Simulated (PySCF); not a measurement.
ClHI2OSi, SMILES O[Si](Cl)(I)I.

Geometry: B3LYP-D3(BJ)/def2-SVP. The structure was generated by enumeration, and PubChem lists no compound with its InChIKey, so it may never have been made. The def2 effective core potentials stand for the cores of I; spin–orbit coupling is left out. One conformer was computed; it need not be the lowest.

These are TDA-PBE0/def2-SVPD (PySCF 2.14.0) values and carry that method's errors.

Vertical excitations. Gas-phase values at a fixed geometry.

```csv
state,energy (eV),λ (nm),f,main pairs
S1,4.66,266,0.019,HOMO→LUMO 96 %
S2,4.80,258,0.008,HOMO−1→LUMO 96 %
S3,5.03,246,0.008,HOMO−2→LUMO 98 %
S4,5.30,234,0.006,HOMO−3→LUMO 97 %
S5,6.32,196,0.080,"HOMO−4→LUMO 64 %, HOMO→LUMO+1 18 %"
S6,6.43,193,0.003,"HOMO→LUMO+2 52 %, HOMO→LUMO+1 37 %"
S7,6.45,192,0.013,"HOMO→LUMO+2 33 %, HOMO→LUMO+1 28 %, HOMO−1→LUMO+1 15 %, HOMO−4→LUMO 9 %"
S8,6.59,188,0.013,HOMO−1→LUMO+2 74 %
S9,6.63,187,0.005,"HOMO−1→LUMO+1 47 %, HOMO→LUMO+3 20 %, HOMO−5→LUMO 10 %, HOMO−1→LUMO+2 8 %"
S10,6.69,185,0.002,HOMO−5→LUMO 84 %
T1,4.18,296,0,HOMO→LUMO 96 %
T2,4.37,284,0,HOMO−1→LUMO 95 %
T3,4.57,271,0,HOMO−2→LUMO 94 %
T4,4.83,257,0,HOMO−3→LUMO 92 %
```
Triplets are in the Tamm–Dancoff approximation.
